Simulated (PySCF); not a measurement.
CH5AlO2 (SMILES C[O][AlH][OH]), singlet, geometry from GFN2-xTB (such geometries of metal compounds can be far from the true shape), with bond 9-6 at 1.4 times its length; CASSCF(10,8)/6-31G* (PySCF).

Input for PySCF:
```python
from pyscf import gto, scf, mcscf
import numpy

mol = gto.Mole()
mol.atom = '''
    Al   -0.379796   -0.027222    0.726846
    H    -1.545922   -0.808765    1.238521
    O     0.324222    1.003926    1.792187
    H     0.719700    1.593350    2.417810
    O     0.019542   -0.329339   -0.844133
    C     0.309065   -0.621033   -2.179384
    H     1.085871   -1.387949   -2.235249
    H    -0.587885   -0.989358   -2.683432
    H     0.801886    0.634968   -2.900917
'''
mol.basis = '6-31g*'
mol.charge = 0
mol.spin = 0
mol.verbose = 4
mol.build()

mf = scf.RHF(mol)
mf.kernel()
mc = mcscf.CASSCF(mf, 8, 10)
mc.fix_spin_(ss=0.0)
mc.kernel()
occ = numpy.linalg.eigvalsh(mc.fcisolver.make_rdm1(mc.ci, mc.ncas, mc.nelecas))[::-1]
ss = mc.fcisolver.spin_square(mc.ci, mc.ncas, mc.nelecas)[0]
print('natural occupations', occ.round(4), ' <S^2>', round(ss, 4))
```

Q: Predict the main parts of the log of this PySCF run.

A: 
```
PySCF version 2.14.0

[INPUT] verbose = 4
[INPUT] num. atoms = 9
[INPUT] num. electrons = 40
[INPUT] charge = 0
[INPUT] spin (= nelec alpha-beta = 2S) = 0
[INPUT] symmetry False subgroup None
[INPUT] Mole.unit = angstrom
[INPUT] Symbol           X                Y                Z      unit          X                Y                Z       unit  Magmom
[...]
nuclear repulsion = 157.068694441657
number of shells = 36
number of NR pGTOs = 152
number of NR cGTOs = 70
basis = 6-31g*
ecp = {}

******** <class 'pyscf.scf.hf.RHF'> ********
method = RHF
initial guess = minao
damping factor = 0
level_shift factor = 0
DIIS = <class 'pyscf.scf.diis.CDIIS'>
diis_start_cycle = 1
diis_space = 8
diis_damp = 0
SCF conv_tol = 1e-09
SCF conv_tol_grad = None
SCF max_cycles = 50
direct_scf = True
direct_scf_tol = 1e-13
Set gradient conv threshold to 3.16228e-05
Initial guess from minao.
init E= -432.392632768175
[...]
cycle= 1 E= -432.29238076277  delta_E=  0.1  |g|= 0.741  |ddm|= 2.42
[...]
cycle= 2 E= -432.372971534067  delta_E= -0.0806  |g|= 0.457  |ddm|= 0.714
[...]
cycle= 3 E= -432.4121918188  delta_E= -0.0392  |g|= 0.0485  |ddm|= 0.286
[...]
cycle= 4 E= -432.413110185333  delta_E= -0.000918  |g|= 0.012  |ddm|= 0.067
[...]
cycle= 5 E= -432.413155782373  delta_E= -4.56e-05  |g|= 0.0033  |ddm|= 0.0134
[...]
cycle= 6 E= -432.413160309326  delta_E= -4.53e-06  |g|= 0.00095  |ddm|= 0.00454
[...]
cycle= 7 E= -432.41316066821  delta_E= -3.59e-07  |g|= 0.000338  |ddm|= 0.00128
[...]
cycle= 8 E= -432.413160718073  delta_E= -4.99e-08  |g|= 7.83e-05  |ddm|= 0.000495
[...]
cycle= 9 E= -432.413160722088  delta_E= -4.02e-09  |g|= 1.43e-05  |ddm|= 0.000158
[...]
cycle= 10 E= -432.413160722216  delta_E= -1.28e-10  |g|= 2.87e-06  |ddm|= 2.58e-05
[...]
Extra cycle  E= -432.413160722221  delta_E= -5.23e-12  |g|= 1.14e-06  |ddm|= 4.78e-06
converged SCF energy = -432.413160722221

******** <class 'pyscf.mcscf.mc1step.CASSCF'> ********
CAS (5e+5e, 8o), ncore = 15, nvir = 47
max_cycle_macro = 50
max_cycle_micro = 4
conv_tol = 1e-07
conv_tol_grad = None
orbital rotation max_stepsize = 0.02
orbital rotation threshold for CI restart = 0.01
augmented hessian ah_max_cycle = 30
augmented hessian ah_conv_tol = 1e-12
augmented hessian ah_linear dependence = 1e-14
augmented hessian ah_level shift = 1e-08
augmented hessian ah_start_tol = 2.5
augmented hessian ah_start_cycle = 3
augmented hessian ah_grad_trust_region = 3
kf_trust_region = 3
kf_interval = 4
ci_response_space = 4
ci_grad_trust_region = 3
with_dep4 0
natorb = False
canonicalization = True
sorting_mo_energy = False
ao2mo_level = 2
internal_rotation = False
******** <class 'pyscf.fci.addons.SpinPenaltyFCISolver'> ********
max. cycles = 50
conv_tol = 1e-08
davidson only = True
linear dependence = 1e-12
level shift = 0.001
max iter space = 12
nroots = 1
pspace_size = 400
spin = None
CASCI E = -432.415038145920  S^2 = 0.0000000
Set conv_tol_grad to 0.000316228
macro iter   1 ( 21 JK    4 micro), CASSCF E = -432.422142672522  dE = -7.10452660e-03  S^2 = 0.0000000
               |grad[o]|=0.00583  |grad[c]|=0.0198  |ddm|= 0.03  |maxRot[o]|=0.313
macro iter   2 ( 21 JK    4 micro), CASSCF E = -432.444340340334  dE = -2.21976678e-02  S^2 = 0.0000000
               |grad[o]|=0.0335  |grad[c]|=0.0316  |ddm|=0.0276  |maxRot[o]|=0.313
macro iter   3 ( 21 JK    4 micro), CASSCF E = -432.462654803797  dE = -1.83144635e-02  S^2 = 0.0000000
               |grad[o]|=0.0377  |grad[c]|=0.0359  |ddm|=0.0448  |maxRot[o]|=0.284
macro iter   4 ( 21 JK    4 micro), CASSCF E = -432.482633555122  dE = -1.99787513e-02  S^2 = 0.0000000
               |grad[o]|=0.0314  |grad[c]|=0.018  |ddm|=0.0334  |maxRot[o]|=0.227
macro iter   5 ( 12 JK    3 micro), CASSCF E = -432.490623280603  dE = -7.98972548e-03  S^2 = 0.0000000
               |grad[o]|=0.0303  |grad[c]|=0.00422  |ddm|=0.00889  |maxRot[o]|=0.114
macro iter   6 ( 12 JK    3 micro), CASSCF E = -432.494452272294  dE = -3.82899169e-03  S^2 = 0.0000000
[...]
               |grad[o]|=0.00127  |grad[c]|=0.00674  |ddm|=0.000348  |maxRot[o]|=0.0517
macro iter  33 ( 17 JK    4 micro), CASSCF E = -432.497874115570  dE =  9.61056077e-06  S^2 = 0.0000000
               |grad[o]|=0.000714  |grad[c]|=0.0234  |ddm|=0.00107  |maxRot[o]|=0.0821
macro iter  34 ( 21 JK    4 micro), CASSCF E = -432.497879310490  dE = -5.19492022e-06  S^2 = 0.0000000
               |grad[o]|=0.00134  |grad[c]|=0.00221  |ddm|=0.000148  |maxRot[o]|=0.0196
macro iter  35 (  7 JK    2 micro), CASSCF E = -432.497885161377  dE = -5.85088731e-06  S^2 = 0.0000000
               |grad[o]|=0.000759  |grad[c]|=0.000346  |ddm|=0.000113  |maxRot[o]|=0.0355
macro iter  36 (  7 JK    2 micro), CASSCF E = -432.497891151196  dE = -5.98981819e-06  S^2 = 0.0000000
               |grad[o]|=0.000685  |grad[c]|=0.00126  |ddm|=0.000227  |maxRot[o]|=0.0429
macro iter  37 ( 21 JK    4 micro), CASSCF E = -432.497887409993  dE =  3.74120253e-06  S^2 = 0.0000000
               |grad[o]|=0.000731  |grad[c]|=0.00207  |ddm|=0.000241  |maxRot[o]|=0.0452
macro iter  38 ( 21 JK    4 micro), CASSCF E = -432.497894329451  dE = -6.91945786e-06  S^2 = 0.0000000
               |grad[o]|=0.00249  |grad[c]|=0.0102  |ddm|=0.000124  |maxRot[o]|=0.0711
macro iter  39 ( 21 JK    4 micro), CASSCF E = -432.497897961930  dE = -3.63247921e-06  S^2 = 0.0000000
               |grad[o]|=0.00248  |grad[c]|=0.00226  |ddm|=0.00025  |maxRot[o]|=0.017
macro iter  40 ( 21 JK    4 micro), CASSCF E = -432.497894261141  dE =  3.70078902e-06  S^2 = 0.0000000
               |grad[o]|=0.00121  |grad[c]|=0.00909  |ddm|=0.000343  |maxRot[o]|=0.122
macro iter  41 ( 21 JK    4 micro), CASSCF E = -432.497897301165  dE = -3.04002447e-06  S^2 = 0.0000000
               |grad[o]|=0.0012  |grad[c]|=0.000597  |ddm|=0.000126  |maxRot[o]|=0.00341
macro iter  42 ( 21 JK    4 micro), CASSCF E = -432.497900337216  dE = -3.03605060e-06  S^2 = 0.0000000
               |grad[o]|=0.000748  |grad[c]|=0.00259  |ddm|=0.000196  |maxRot[o]|=0.00413
macro iter  43 (  7 JK    2 micro), CASSCF E = -432.497906575552  dE = -6.23833557e-06  S^2 = 0.0000000
               |grad[o]|=0.000609  |grad[c]|=0.00404  |ddm|=0.000166  |maxRot[o]|=0.0473
macro iter  44 (  7 JK    2 micro), CASSCF E = -432.497912776712  dE = -6.20116037e-06  S^2 = 0.0000000
               |grad[o]|=0.000633  |grad[c]|=0.000666  |ddm|=0.00023  |maxRot[o]|=0.0576
macro iter  45 ( 17 JK    4 micro), CASSCF E = -432.497909096366  dE =  3.68034631e-06  S^2 = 0.0000000
               |grad[o]|=0.00042  |grad[c]|=0.00433  |ddm|=0.000519  |maxRot[o]|=0.0859
macro iter  46 ( 21 JK    4 micro), CASSCF E = -432.497913601539  dE = -4.50517319e-06  S^2 = 0.0000000
               |grad[o]|=0.00173  |grad[c]|=0.00127  |ddm|=0.000167  |maxRot[o]|=0.00415
macro iter  47 ( 21 JK    4 micro), CASSCF E = -432.497918300917  dE = -4.69937845e-06  S^2 = 0.0000000
               |grad[o]|=0.00114  |grad[c]|=0.00364  |ddm|=0.000276  |maxRot[o]|=0.00459
macro iter  48 (  7 JK    2 micro), CASSCF E = -432.497925423042  dE = -7.12212426e-06  S^2 = 0.0000000
               |grad[o]|=0.000812  |grad[c]|=0.0044  |ddm|=0.000234  |maxRot[o]|=0.0504
macro iter  49 (  7 JK    2 micro), CASSCF E = -432.497933798993  dE = -8.37595093e-06  S^2 = 0.0000000
               |grad[o]|=0.000799  |grad[c]|=0.00125  |ddm|=0.000349  |maxRot[o]|=0.0576
macro iter  50 ( 17 JK    4 micro), CASSCF E = -432.497928903313  dE =  4.89567941e-06  S^2 = 0.0000000
               |grad[o]|=0.0006  |grad[c]|=0.0213  |ddm|=0.000953  |maxRot[o]|=0.105
1-step CASSCF not converged,  50 macro (616 JK 141 micro) steps
CASSCF canonicalization
Density matrix diagonal elements [1.98268463 1.97894796 1.99185942 1.98888989 1.99790884 0.02157042
 0.01931972 0.01881912]
CASSCF energy = -432.497928903313
CASCI E = -432.497928903313  E(CI) = -77.3907941723845  S^2 = 0.0000000
natural occupations [2.     1.9994 1.9829 1.9801 1.9791 0.0209 0.0199 0.0175]  <S^2> 0.0
```

The run did not converge; its last values are not results.
